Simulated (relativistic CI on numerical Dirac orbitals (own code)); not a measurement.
Energy levels of Zn2+

Computed by Dirac-Coulomb-Breit CI, KLI orbitals optimised for each configuration, model QED, valence Slater integrals scaled by 0.85, P86 correlation energy added to each configuration (own radial code, finite nucleus).

CI space (outside the closed core [Ar]): 3d¹⁰, 3d⁹4s, 3d⁹4p, 3d⁸4s², 3d⁹5s, 3d⁹4d, 3d⁹5p, 3d⁸4s4p, 3d⁹4f, 3d⁹5d, 3d⁹5f, 3d⁹5g, 3d⁸4p², 3d⁸4s5s. Levels of other configurations are missing.

```tsv
No.	Configuration	Term	J	E (cm⁻¹)	%	Next component (%)	Landé g
1	3d¹⁰	¹S	0	0.0	100		
2	3d⁹4s	³D	3	71483.6	100		1.334
3	3d⁹4s	³D	2	72660.6	90	10 ¹D	1.150
4	3d⁹4s	³D	1	74167.1	100		0.498
5	3d⁹4s	¹D	2	77000.2	90	10 ³D	1.016
6	3d⁹4p	³P°	2	129646.7	98	2 ³D°	1.493
7	3d⁹4p	³P°	1	131723.2	97	2 ³D°	1.479
8	3d⁹4p	³F°	3	132424.8	70	27 ¹F°	1.068
9	3d⁹4p	³F°	4	132883.2	100		1.250
10	3d⁹4p	³P°	0	132975.5	100		
11	3d⁹4p	³F°	2	134129.7	94	5 ³D°	0.694
12	3d⁹4p	¹F°	3	136044.3	58	28 ³D°	1.106
13	3d⁹4p	¹D°	2	136788.4	57	37 ³D°	1.051
14	3d⁹4p	³D°	3	137272.9	68	16 ³F°	1.242
15	3d⁹4p	³D°	1	138747.5	98	2 ³P°	0.516
16	3d⁹4p	³D°	2	139252.1	56	42 ¹D°	1.094
17	3d⁹4p	¹P°	1	139679.6	98	1 ³P°	1.002
18	3d⁸4s²	³F	4	178803.9	96	3 3d⁸4p² ³F	1.249
19	3d⁸4s²	³F	3	181176.2	97	3 3d⁸4p² ³F	1.083
20	3d⁸4s²	³F	2	182696.3	95	3 3d⁸4p² ³F	0.670
21	3d⁸4s²	¹D	2	197036.3	76	18 ³P	1.092
22	3d⁸4s²	³P	2	201124.1	72	18 ¹D	1.403
23	3d⁸4s²	³P	1	201497.9	84	10 3d⁹4d ³P	1.518
24	3d⁸4s²	³P	0	201942.0	89	8 3d⁹4d ³P	
25	3d⁹4d	³S	1	202809.1	84	7 3d⁸4s² ³P	1.903
26	3d⁹5s	³D	3	203499.8	97	3 3d⁹4d ³D	1.333
27	3d⁹5s	³D	2	203999.0	56	40 ¹D	1.103
28	3d⁹4d	¹G	4	204446.0	49	43 ³G	1.021
29	3d⁹4d	³G	5	204526.0	100		1.200
30	3d⁹4d	¹P	1	204842.8	51	23 ³D	0.997
31	3d⁹4d	³P	2	204956.5	66	23 ³D	1.397
32	3d⁹4d	³D	3	205477.3	83	11 ³F	1.297
33	3d⁹4d	¹F	3	205815.2	38	37 ³G	0.931
34	3d⁹4d	³F	4	205839.8	53	24 ³G	1.145
35	3d⁹4d	³D	2	205941.5	32	30 ¹D	1.081
36	3d⁹5s	³D	1	206199.1	93	4 3d⁹4d ¹P	0.527
37	3d⁹4d	³P	0	206300.1	92	7 3d⁸4s² ³P	
38	3d⁹5s	¹D	2	206810.5	49	38 ³D	1.062
39	3d⁹4d	³P	1	206822.5	55	30 ¹P	1.408
40	3d⁸4s²	¹G	4	207014.6	40	38 3d⁹4d ³F	1.104
41	3d⁹4d	³G	3	207452.8	62	23 ¹F	0.856
42	3d⁹4d	³D	1	207808.5	75	11 ¹P	0.647
43	3d⁹4d	³D	2	208347.3	36	26 ³F	1.034
44	3d⁸4s²	¹G	4	208388.4	41	35 3d⁹4d ¹G	1.028
45	3d⁹4d	³F	3	208770.8	51	37 ¹F	1.082
```

Energies count from the lowest computed level; ° marks odd parity.

The mean weight of the leading LS term, summed over parents, in these 45 levels is 75 %, and that of the leading jj configuration (from the same eigenvectors) 72 %.

For a near-neutral ion this model can misplace configurations by up to about 10,000 cm⁻¹ (more where the count of f electrons changes) and terms by 10 to 25 % of their spread. Rates follow the energies as ν³ (E1, M1) or ν⁵ (E2), so they and the lifetimes can be off by large factors. The fine structure of a lone outer electron comes out too small, for d and f at times inverted, and misplaced configurations move strength between like terms. 44 of the 56 excited levels that our extract of the measured tables holds in this range could be paired (the sources list more); they are missed by 10549 cm⁻¹ on average and 13960 at most, and levels without a partner can miss by more.

LS names give the leading component of a level, which can be under half, so a name can repeat, a term be missing and a line seem to break the LS rules.
